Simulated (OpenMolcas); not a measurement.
Mo3+: ligand-field states by method

Mo3+ with its 6 nearest fluoride ions at 2.062 Å, on the Y site of Cs2NaYF6 (a = 9.075 Å, distance in the model lattice 2.178 Å). The rest of the host is ab initio model potentials to 7.6 Å, with orthogonalisation functions on the cations behind the ligands, and point charges beyond; the distance is set by hand and nothing relaxes. Ligand basis ANO-RCC-VDZP.
```
Mo    0.0000    0.0000    0.0000
F     2.0620    0.0000    0.0000
F     0.0000    2.0620    0.0000
F    -2.0620    0.0000    0.0000
F     0.0000   -2.0620    0.0000
F     0.0000    0.0000    2.0620
F     0.0000    0.0000   -2.0620
```

| Quantity | Value |
| --- | --- |
| Program | OpenMolcas |
| Basis | ANO-RCC-VDZP [6s5p3d1f] |
| Scalar Hamiltonian | DKH2, point nucleus |
| Active space | 3 electrons in 5 orbitals (4d) |
| State averaging | 2S+1 = 4 even, 10 roots; 2S+1 = 2 even, 40 roots |
| Spin-orbit coupling | RASSI with atomic mean-field integrals over the reference wave functions |

I. CASSCF
II. SS-CASPT2, IPEA 0.25 Eh, imaginary shift 0.1 Eh (closed shells correlated: 4s 4p and the ligand valence shells)

Spin-free states (labels of O, the rotations of Oh) in cm-1, each column counted from its own energy of the first state listed:

```
State  Degeneracy      I     II
  4A2           1      0      0
   2E           2  14503  11710
  2T1           3  14989  11990
  2T2           3  22451  18550
  4T2           3  24695  25520
  4T1           3  32508  31750
  2A1           1  36311  34120
  2T2           3  38572  36710
  2T1           3  39064  37020
   2E           2  40661  37760
  2T1           3  44250  41010
  2T2           3  49147  44600
  2A2           1  50743  45480
  4T1           3  52535  53150
   2E           2  60684  54510
  2T1           3  63048  62140
  2T2           3  64570  63740
  2T1           3  69979  67230
  2T2           3  84596  79340
   2E           2  92856  92500
```

From I to II, I's first state of the same spin (4T2) moves from 24695 to 25520 cm-1, by about +820 cm-1.

From I to II, I's first state of another spin (2E) moves from 14503 to 11710 cm-1, by about -2800 cm-1.

I: A least-squares ligand-field fit to the states below 45000 cm-1, each weighted by its degeneracy and with a free common offset, gives 10Dq = 24433 cm-1, B = 727 cm-1 and C = 2893 cm-1 (C/B = 3.98), with an rms deviation of 98 cm-1. The same method and metal basis give the free ion B = 802 cm-1 (fit to its terms below 60000 cm-1, rms deviation 39 cm-1), so the nephelauxetic ratio is β = 727 / 802 = 0.91; it hangs on how both fits weigh the states, and computed free-ion B values tend to be too large, so β mixes covalency with correlation.

II: A least-squares ligand-field fit to the states below 45000 cm-1, each weighted by its degeneracy and with a free common offset, gives 10Dq = 25114 cm-1, B = 572 cm-1 and C = 2312 cm-1 (C/B = 4.04), with an rms deviation of 184 cm-1. The same method and metal basis give the free ion B = 685 cm-1 (fit to its terms below 60000 cm-1, rms deviation 401 cm-1), so the nephelauxetic ratio is β = 572 / 685 = 0.84; it hangs on how both fits weigh the states, and computed free-ion B values tend to be too large, so β mixes covalency with correlation.

From I to II, 10Dq changes by +3 %, B by -21 % and C by -20 %.

χT at 300 K: I 1.77, II 1.77 cm3 K/mol.

Roots that are degenerate in the reference are averaged as groups; the widest CASPT2 spread within a group is 390 cm-1 (the 3-fold group of multiplicity 2 near 79300 cm-1 above the lowest state of its run, II). Shifts and gaps below about the spread of the groups concerned are not significant. Over all roots computed the reference weight is 0.72 to 0.73 in II; a low but even weight reflects the number of correlated electrons. The least metal-like active orbital is 84 % on the metal (Löwdin) and no ligand orbital is active, so the numbers are rough. Ligand-to-metal charge-transfer states are missing. With no ligand orbital active B as a rule stays too high, so bands that hang on it stand too high and its fall with covalency is understated. Without dynamic correlation the repulsion within the d shell is too large (B by tens of per cent), so at a given field states of lower spin stand too high (holds for I). With metal d orbitals alone the field can be off either way by tens of per cent (holds for I). With one d shell and no ligand orbital active, 10Dq can be off by a tenth or more (holds for II). No measured value stands beside these numbers; the geometry was set by hand and not optimised.
